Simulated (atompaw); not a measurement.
calcium (Ca): PAW (atompaw) pseudisation with LDA (PW92), scalar-relativistic reference atom.

calcium (Ca), PAW, made with atompaw 4.2.0.5 (LDA (PW92), scalar-relativistic). Core [Ne], reference 3s2 3p6 3d0 4s2 4p0. Waves: 3s (bound); 4s (bound); 3p (bound); 4p (bound, empty); 3d (bound, empty); 3d channel at 0.4 Ry; 4f channel at -0.05 Ry. Local part: bessel scheme, radius 1.50 bohr. Core correction: smooth core density matched at 1.50 bohr. Augmentation charge: sinc compensation charge, radius 1.88 bohr; PAW radius 1.88 bohr; waves and projectors: bloechl.

All-electron outer shells of the reference configuration (LDA (PW92), scalar-relativistic, ld1.x):

```json
{"shell": "2s", "level (eV)": "-413.12", "outermost node (bohr)": "0.10", "outermost maximum (bohr)": "0.30"}
{"shell": "2p", "level (eV)": "-334.58", "outermost node (bohr)": "–", "outermost maximum (bohr)": "0.25"}
{"shell": "3s", "level (eV)": "-46.83", "outermost node (bohr)": "0.45", "outermost maximum (bohr)": "0.99"}
{"shell": "3p", "level (eV)": "-27.99", "outermost node (bohr)": "0.42", "outermost maximum (bohr)": "1.04"}
{"shell": "4s", "level (eV)": "-3.86", "outermost node (bohr)": "1.43", "outermost maximum (bohr)": "3.33"}
{"shell": "3d", "level (eV)": "-2.13", "outermost node (bohr)": "–", "outermost maximum (bohr)": "1.27"}
{"shell": "4p", "level (eV)": "-1.44", "outermost node (bohr)": "1.63", "outermost maximum (bohr)": "4.39"}
```

(1) Estimate the cutoffs (Ry, on a coarse ladder) from which the occupation-weighted sum of valence levels, in a spherical-Bessel basis at the reference potential, stays within 10 and 1 mRy of its value at 400 Ry.

(2) Does the potential have ghost states?

(3) Is the overlap operator S = 1 + Σ q|β⟩⟨β| positive definite (Bessel basis up to 400 Ry)?

(4) Which valence shell sets the plane-wave cutoff?

## Answers

(1) 30 Ry and 40 Ry.

(2) No extra level below or beside the all-electron valence levels (s, p, d, f tested).

(3) Barely: its lowest eigenvalue is 0.013 (d channel).

(4) 3p: its level needs 35 Ry to come within 1 mRy, against 18 Ry for 3s.
